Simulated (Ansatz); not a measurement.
A nudged elastic band was laid between two geometries of AsBFH5OSi (10 atoms, charge 0, multiplicity 1).

The calculation used RKS PBE0-D4/def2-SVP (Ansatz).

```yaml
movable_images: 7
climbing_image: yes
spring: 5.0 eV/Å²
optimiser: quadratic models (default)
start_path: through a guess of the saddle point
force_threshold: 0.03 eV/Å
iteration_limit: 60
end_points: relaxed
```

Image 0:

```xyz
10
Properties=species:S:1:pos:R:3
O -2.435 0.773 0.170
Si -1.184 -0.328 0.320
B 0.628 0.530 -0.047
F 0.688 1.839 -0.277
As 2.393 -0.482 0.082
H -2.256 1.658 0.500
H -1.139 -0.962 1.682
H -1.449 -1.416 -0.666
H 2.976 0.089 -1.201
H 1.861 -1.752 -0.561
```

Image 8:

```xyz
10
Properties=species:S:1:pos:R:3
O -2.435 0.772 0.180
Si -1.187 -0.333 0.324
B 0.624 0.526 -0.043
F 0.679 1.837 -0.266
As 2.392 -0.480 0.081
H -2.230 1.664 0.475
H -1.142 -0.970 1.684
H -1.453 -1.420 -0.664
H 1.865 -1.749 -0.568
H 2.971 0.100 -1.200
```

(1) What changes between the two ends?

(2) Give the energies along the band, and the barrier.

(3) What is the geometry of the highest image?

Results:

(1) No bond is made or broken. The height of As5 over the plane of its neighbours goes from -0.86 to 0.86 Å. The two ends are copies of one structure, up to a mirror image or an exchange of like atoms. The height can change sign by an inversion or by a turn that exchanges like atoms.

(2) The run converged. The highest image is number 6 of 0 to 8, 0.58 eV above the ends, which have the same energy within 2 meV. The profile has 2 maxima (images 2, 6) with wells between them (image 3): this band takes more than one step, which may be the mechanism or a detour left from its start path. A vibrational analysis at the climbing image gives one clearly imaginary mode, 470i cm⁻¹: a first-order saddle point.

| image | path coordinate (Å) | energy (eV) | height of As5 over the plane of its neighbours (Å) |
| --- | --- | --- | --- |
| 0 | 0.00 | 0.00 | -0.86 |
| 1 | 1.67 | 0.09 | -0.93 |
| 2 | 3.34 | 0.09 | -0.94 |
| 3 | 5.00 | 0.00 | -0.86 |
| 4 | 6.67 | 0.00 | 0.87 |
| 5 | 8.34 | 0.01 | -0.85 |
| 6 | 10.01 | 0.58 | 0.00 |
| 7 | 11.10 | 0.01 | 0.85 |
| 8 | 12.19 | 0.00 | 0.86 |

(3) 
```xyz
10
Properties=species:S:1:pos:R:3:forces:R:3
O -2.320 0.847 -0.261 0.00 0.00 0.00
Si -1.208 -0.262 0.320 0.00 0.00 0.00
B 0.663 0.514 0.365 0.00 0.00 0.00
F 0.979 1.629 1.031 0.00 0.00 0.00
As 2.011 -0.455 -0.599 0.00 0.00 0.00
H -2.318 1.707 0.169 0.00 0.00 0.00
H -1.585 -0.739 1.693 0.00 0.00 0.00
H -1.263 -1.429 -0.607 0.00 0.00 0.00
H 1.648 -1.669 -1.376 0.00 0.00 0.00
H 3.475 -0.194 -0.731 0.00 0.00 0.00
```

The run took 4.5 min on 2 threads of AMD EPYC 9R45 96-Core Processor (Zen 5), with other jobs on the host, peak memory 0.36 GiB.
